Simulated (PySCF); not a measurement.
PySCF input (MN15/def2-TZVPD):

```python
from pyscf import gto, scf, dft

mol = gto.M(
    atom='''
    Ge   -0.00000000   -0.00000000   -1.62366072
    Te    0.00000000    0.00000000    0.99917583
    ''',
    basis='def2-tzvpd',
    ecp='def2-tzvp',
    charge=0,
    spin=2,
    symmetry='C2v',
    verbose=4,
)

mf = dft.UKS(mol, xc='mn15').density_fit(auxbasis='def2-universal-jkfit')
mf.grids.level = 4
mf.conv_tol = 1e-9
mf.max_cycle = 100
mf.max_memory = 1500
mf.kernel()
if not mf.converged:
    mf = mf.newton()
    mf.kernel(mf.make_rdm1())
mf.analyze()
```

End of the output:

```
Extra cycle  E= -2344.67290608498  delta_E= -6.37e-12  |g|= 1.92e-06  |ddm|= 4.55e-06
converged SCF energy = -2344.67290608498  <S^2> = 2.0076684  2S+1 = 3.0051079
**** SCF Summaries ****
Total Energy =                       -2344.672906084984788
Nuclear Repulsion Energy =             154.949837795481415
One-electron Energy =                -3668.594359780671311
Two-electron Energy =                 1168.971615900204824
Two-electron Coulomb Energy =         1268.239506987666346
DFT Exchange-Correlation Energy =      -99.267891087461479
HOMO-LUMO gap [eV] =                     1.715944299218552
Wave-function symmetry = A1
alpha occupancy for each irrep:     A1   A2   B1   B2
                                    14    2    7    6
beta  occupancy for each irrep:     A1   A2   B1   B2
                                    14    2    5    6
**** MO energy ****
alpha MO #1 (A1 #1), energy= -396.224877069721 occ= 1
alpha MO #2 (A1 #2), energy= -48.7530129635842 occ= 1
alpha MO #3 (B2 #1), energy= -44.0187130175357 occ= 1
alpha MO #4 (A1 #3), energy= -44.0157846049025 occ= 1
alpha MO #5 (B1 #1), energy= -44.0150136017832 occ= 1
alpha MO #6 (A1 #4), energy= -6.03739227271472 occ= 1
alpha MO #7 (A1 #5), energy= -5.95539889470789 occ= 1
alpha MO #8 (B2 #2), energy= -4.35581835698362 occ= 1
alpha MO #9 (A1 #6), energy= -4.34887390528338 occ= 1
alpha MO #10 (B1 #2), energy= -4.34717777096433 occ= 1
alpha MO #11 (B1 #3), energy= -4.28043156558703 occ= 1
alpha MO #12 (A1 #7), energy= -4.27216543929578 occ= 1
alpha MO #13 (B2 #3), energy= -4.27001295334232 occ= 1
alpha MO #14 (A1 #8), energy= -1.63539441812715 occ= 1
alpha MO #15 (B1 #4), energy= -1.63305622214845 occ= 1
alpha MO #16 (A2 #1), energy= -1.6311241551588 occ= 1
alpha MO #17 (A1 #9), energy= -1.62347346544961 occ= 1
alpha MO #18 (B2 #4), energy= -1.6232276507704 occ= 1
alpha MO #19 (A1 #10), energy= -1.30352682719384 occ= 1
alpha MO #20 (B2 #5), energy= -1.30198663698948 occ= 1
alpha MO #21 (A2 #2), energy= -1.30044277594543 occ= 1
alpha MO #22 (A1 #11), energy= -1.29527160106983 occ= 1
alpha MO #23 (B1 #5), energy= -1.29514878794595 occ= 1
alpha MO #24 (A1 #12), energy= -0.68090055506903 occ= 1
alpha MO #25 (A1 #13), energy= -0.498924244549059 occ= 1
alpha MO #26 (B1 #6), energy= -0.318298670119603 occ= 1
alpha MO #27 (A1 #14), energy= -0.29283315565992 occ= 1
alpha MO #28 (B2 #6), energy= -0.279734479485739 occ= 1
alpha MO #29 (B1 #7), energy= -0.204331725622353 occ= 1
alpha MO #30 (B2 #7), energy= -0.0940673573008368 occ= 0
alpha MO #31 (A1 #15), energy= -0.0132820545307221 occ= 0
alpha MO #32 (A1 #16), energy= 0.0344188396925602 occ= 0
alpha MO #33 (B1 #8), energy= 0.0560779572667585 occ= 0
alpha MO #34 (A1 #17), energy= 0.0585286705664532 occ= 0
alpha MO #35 (B2 #8), energy= 0.0596553686078067 occ= 0
alpha MO #36 (A2 #3), energy= 0.0839907516091709 occ= 0
alpha MO #37 (A1 #18), energy= 0.087385388611603 occ= 0
alpha MO #38 (A1 #19), energy= 0.109092114161774 occ= 0
alpha MO #39 (B1 #9), energy= 0.117274821669686 occ= 0
alpha MO #40 (B2 #9), energy= 0.130725836554206 occ= 0
alpha MO #41 (B1 #10), energy= 0.140709009278841 occ= 0
alpha MO #42 (A1 #20), energy= 0.150257555245876 occ= 0
alpha MO #43 (A2 #4), energy= 0.152309681699422 occ= 0
alpha MO #44 (B2 #10), energy= 0.154873145794786 occ= 0
alpha MO #45 (A1 #21), energy= 0.159872352262966 occ= 0
alpha MO #46 (A1 #22), energy= 0.195531922875789 occ= 0
alpha MO #47 (B1 #11), energy= 0.242332197190493 occ= 0
alpha MO #48 (B2 #11), energy= 0.248703428007175 occ= 0
alpha MO #49 (A1 #23), energy= 0.285477278698014 occ= 0
alpha MO #50 (B1 #12), energy= 0.317496817790321 occ= 0
alpha MO #51 (B2 #12), energy= 0.332106215515395 occ= 0
alpha MO #52 (A2 #5), energy= 0.335680571769319 occ= 0
alpha MO #53 (A1 #24), energy= 0.336582760024916 occ= 0
alpha MO #54 (A1 #25), energy= 0.359699504164966 occ= 0
alpha MO #55 (A2 #6), energy= 0.390389075138519 occ= 0
alpha MO #56 (A1 #26), energy= 0.392712956431054 occ= 0
alpha MO #57 (B1 #13), energy= 0.40748305445252 occ= 0
alpha MO #58 (B2 #13), energy= 0.427530498936953 occ= 0
alpha MO #59 (B1 #14), energy= 0.456748726840793 occ= 0
alpha MO #60 (A1 #27), energy= 0.464437057091986 occ= 0
alpha MO #61 (B2 #14), energy= 0.478649000177057 occ= 0
alpha MO #62 (A1 #28), energy= 0.501638866664768 occ= 0
alpha MO #63 (A1 #29), energy= 0.538501119214285 occ= 0
alpha MO #64 (A1 #30), energy= 0.711500673832513 occ= 0
alpha MO #65 (A1 #31), energy= 0.777481398280297 occ= 0
alpha MO #66 (B1 #15), energy= 0.77886550828356 occ= 0
alpha MO #67 (A2 #7), energy= 0.780993612231625 occ= 0
alpha MO #68 (B2 #15), energy= 0.785485281089846 occ= 0
alpha MO #69 (B1 #16), energy= 0.794522219307534 occ= 0
alpha MO #70 (B2 #16), energy= 0.810152062565243 occ= 0
alpha MO #71 (A1 #32), energy= 0.840214402189969 occ= 0
alpha MO #72 (B1 #17), energy= 1.00153012857009 occ= 0
alpha MO #73 (B2 #17), energy= 1.00369282446754 occ= 0
alpha MO #74 (A2 #8), energy= 1.01112261989643 occ= 0
alpha MO #75 (B1 #18), energy= 1.01631233163094 occ= 0
alpha MO #76 (A1 #33), energy= 1.01676642683194 occ= 0
alpha MO #77 (B1 #19), energy= 1.02393975258115 occ= 0
alpha MO #78 (B2 #18), energy= 1.04514541996186 occ= 0
alpha MO #79 (A2 #9), energy= 1.05080796119437 occ= 0
alpha MO #80 (A1 #34), energy= 1.05490913851036 occ= 0
alpha MO #81 (B2 #19), energy= 1.05947874628627 occ= 0
alpha MO #82 (A1 #35), energy= 1.07274590207177 occ= 0
alpha MO #83 (A1 #36), energy= 1.23280525943534 occ= 0
alpha MO #84 (B1 #20), energy= 1.24522719771575 occ= 0
alpha MO #85 (B2 #20), energy= 1.28143222249552 occ= 0
alpha MO #86 (A2 #10), energy= 1.40887291314438 occ= 0
alpha MO #87 (A1 #37), energy= 1.40962247559622 occ= 0
alpha MO #88 (A1 #38), energy= 1.4229493794478 occ= 0
alpha MO #89 (B1 #21), energy= 1.42426859590434 occ= 0
alpha MO #90 (B2 #21), energy= 1.45281859703904 occ= 0
alpha MO #91 (A1 #39), energy= 1.56458862490406 occ= 0
alpha MO #92 (B1 #22), energy= 2.61760113473883 occ= 0
alpha MO #93 (A1 #40), energy= 2.61783819620997 occ= 0
alpha MO #94 (A2 #11), energy= 2.62684165248323 occ= 0
alpha MO #95 (B2 #22), energy= 2.6562154709173 occ= 0
alpha MO #96 (A1 #41), energy= 2.71915976943294 occ= 0
alpha MO #97 (B2 #23), energy= 2.78286638155222 occ= 0
alpha MO #98 (B1 #23), energy= 2.7828820089959 occ= 0
alpha MO #99 (A1 #42), energy= 2.79588986747677 occ= 0
alpha MO #100 (A2 #12), energy= 2.79622047725127 occ= 0
alpha MO #101 (B1 #24), energy= 2.87231083586413 occ= 0
alpha MO #102 (B2 #24), energy= 2.88957469102338 occ= 0
[...]
```

This is an excited triplet: at this geometry the singlet lies 1.66 eV lower at CCSD(T)/CBS(def2-TZVPPD,def2-QZVPPD).
